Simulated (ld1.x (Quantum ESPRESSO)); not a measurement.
# Ba (Z = 56), TM: configuration errors across variants

* Element: Ba
* Generator: ld1.x (Quantum ESPRESSO) 7.5
* Type: norm-conserving Troullier–Martins (Kleinman–Bylander form)
* Functional: PBE
* Relativity: fully relativistic
* Frozen core: [Xe]
* Valence charge: 2
* Reference configuration: 5d0 6s1.75 6p0.25
* Partial waves: 6s (bound): rc 4.20 bohr; 5d (bound, empty): rc 4.20 bohr; 6p (bound): rc 3.95 bohr
* Local potential: the p channel
* Core correction: none

Open shells are filled in proportion to 2j + 1 (rel_dist='average').

All-electron excitation energies from the reference (eV): (1) 5d0 6s2 6p0 -0.498; (2) 5d0 6s1 6p0 4.863; (3) 5d0 6s1.5 6p0 1.638; (4) 5d1 6s0 6p0 5.548; (5) 5d1 6s1 6p0 0.836; (6) 5d0 6s0 6p2 3.630; (7) 5d0 6s1 6p1 1.526.

2 further variants failed, have other tests or too few solved ones, and are left out.

A true bound ghost makes a file unfit for plane-wave use even where its test errors are small: the radial tests pick states by their node count and pass the ghost by.

Errors AE − PS in meV (a dash: test not solved or not reliable):

```csv
change,(1),(2),(3),(4),(5),(6),(7),bound ghosts
base,+2.6,+0.3,0.0,+442,+286,+72,+3.3,s
"all radii scaled by about 0.91 (s 3.82, p 3.58, d 3.82 bohr)",+5.2,+7.7,+4.1,+477,+309,+220,+18,s
"all radii scaled by about 0.95 (s 4.00, p 3.76, d 4.00 bohr)",+3.6,+4.1,+1.7,+460,+296,+118,+8.7,s
"all radii scaled by about 1.18 (s 4.96, p 4.66, d 4.96 bohr)",+1.1,+4.7,-0.2,+293,+196,+45,+3.2,none
"all radii scaled by about 1.23 (s 5.18, p 4.88, d 5.18 bohr)",+0.9,+3.1,-0.5,+256,+179,+42,+2.1,none
"all radii scaled by about 1.31 (s 5.50, p 5.16, d 5.50 bohr)",+0.7,+1.3,-0.7,+227,+170,+37,+0.6,none
"all radii scaled by about 1.41 (s 5.90, p 5.56, d 5.90 bohr)",+0.5,-0.5,-0.6,+186,+167,+24,-2.2,none
```

Task: Give the same row for: all radii scaled by about 1.11 (s 4.68, p 4.40, d 4.68 bohr).

Result: +1.6, +18, +2.9, +337, +220, +46, +3.9; bound ghosts: none.
